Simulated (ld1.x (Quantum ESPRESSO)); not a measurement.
Transferability test, TM potential for lead (Pb)

```json
{"Element": "Pb", "Generator": "ld1.x (Quantum ESPRESSO) 7.5", "Type": "norm-conserving Troullier–Martins (Kleinman–Bylander form)", "Functional": "LDA (PZ)", "Relativity": "scalar-relativistic", "Frozen core": "[Xe] 4f14", "Valence charge": "14", "Reference configuration": "5d10 6s2 6p1 (charge +1)", "Partial waves": "6p (bound): rc 2.70 bohr; 5d (bound): rc 2.15 bohr; 6s (bound): rc 1.65 bohr", "Local potential": "the s channel", "Core correction": "Bessel-smoothed model core inside 2.00 bohr"}
```

Energies are relative to the spin-unpolarised reference configuration 5d10 6s2 6p1; without spin polarisation the order of configurations can differ from experiment. Spin-polarised rows fill each open shell by Hund’s rule, majority spin first.

Question: Give the all-electron excitation energy and the error of the potential for: 5d10 6s2 6p2; 5d10 6s2 6p0; 5d10 6s1 6p0; 5d9 6s2 6p2; 5d10 6s1 6p2; 5d10 6s0 6p4; 5d10 6s2 6p1.5; 5d10 6s2 6p1 (spin-polarised); 5d10 6s2 6p2 (spin-polarised).

Answer:

```tsv
valence configuration	charge	ΔE all-electron (eV)	error AE − PS (meV)
5d10 6s2 6p2	0	-6.833	+3.2
5d10 6s2 6p0	+2	13.762	-8.9
5d10 6s1 6p0	+3	46.640	-24
5d9 6s2 6p2	+1	20.467	-116
5d10 6s1 6p2	+1	9.598	-4.6
5d10 6s0 6p4	0	11.202	-21
5d10 6s2 6p1.5	+0.5	-4.223	+2.0
5d10 6s2 6p1 (spin-polarised)	+1	-0.145	+0.8
5d10 6s2 6p2 (spin-polarised)	0	-7.285	+6.0
```

Levels in the configuration 5d10 6s2 6p0:

```json
{"level": "5d", "all-electron (eV)": "-38.069", "pseudo (eV)": "-38.012"}
{"level": "6s", "all-electron (eV)": "-27.877", "pseudo (eV)": "-27.876"}
```
